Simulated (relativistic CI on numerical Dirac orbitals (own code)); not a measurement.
## Ba48+: sensitivity of the levels to the model

Base calculation: Dirac-Coulomb-Breit CI, separate exchange-only KLI orbitals for each configuration, QED by a radiative potential, unscaled Slater integrals.

Configuration list (outside the closed core 1s2): 2s2 2p4, 2s 2p5, 2p6, 2p5 3s, 2p5 3p, 2p5 3d, 2s2 2p3 3s, 2s2 2p3 3p, 2s2 2p3 3d, 2s 2p4 3s, 2s 2p4 3p, 2s 2p4 3d, 2s2 2p3 4s, 2s2 2p3 4p, 2s2 2p3 4d, 2s2 2p3 4f, 2s 2p4 4s, 2s 2p4 4p, 2s 2p4 4d, 2s2 2p2 3s2, 2s 2p4 4f, 2s2 2p2 3s 3p, 2s2 2p3 5s, 2s2 2p3 5p, 2s2 2p3 5d, 2s2 2p2 3s 3d, 2s2 2p3 5f, 2s2 2p2 3p2, 2s2 2p3 5g, 2s2 2p2 3p 3d, 2s 2p3 3s2, 2s2 2p2 3d2, 2s 2p3 3s 3p, 2s 2p3 3s 3d, 2s 2p3 3p2, 2s 2p4 5s. Levels of other configurations are missing.

The lowest level and the first level of each name with at least 55 % of one term (blank where a level has no safe partner in the second run):

```tsv
Level	Base (eV)	Shift (eV)
2s2 2p4 3P_2	0.00	0.00
2s2 2p4 1S_0	40.23	+0.03
2s2 2p4 3P_1	393.73	-0.65
2s2 2p4 1D_2	410.93	-0.65
2s 2p5 3P°_2	667.91	+6.21
2s 2p5 1P°_1	724.67	+6.22
2s2 2p4 3P_0	819.30	-1.22
2s 2p5 3P°_0	1069.98	+5.56
2s 2p5 3P°_1	1102.85	+5.58
2p6 1S_0	1425.57	+12.32
2s2 2p3 3p 3P_0	5048.48	+0.47
2s2 2p3 3d 3P°_0	5106.60	+0.73
2s2 2p3 3s 3D°_3	5218.36	-1.90
2s2 2p3 3s 1D°_2	5223.95	-1.92
2s2 2p3 3s 3P°_0	5251.23	-1.87
2s2 2p3 3s 3P°_1	5254.22	-1.88
2s2 2p3 3p 3D_1	5329.92	+0.03
2s2 2p3 3p 3F_4	5411.21	-0.19
2s 2p4 3s 5P_3	5435.24	+4.26
2s2 2p3 3d 3G°_4	5502.17	+0.06
```

At this charge energies of transitions that change n are usually good to better than 1 %, and those within a shell (Δn = 0) to a few per cent.

Task: One thing was changed in a second run, which moved the levels as shown. Which?
A. QED terms removed
B. Breit term removed
C. configuration mixing switched off

Result: A. QED terms removed. QED shifts follow the density of s (and p1/2) electrons at the nucleus, so configurations move by their count of such electrons; where none moves, the smaller shifts of p3/2 electrons and of j = l + 1/2 against j = l − 1/2 set the pattern.

LS names give the leading component of a level, which can be under half, so a name can repeat, a term be missing and a line seem to break the LS rules.
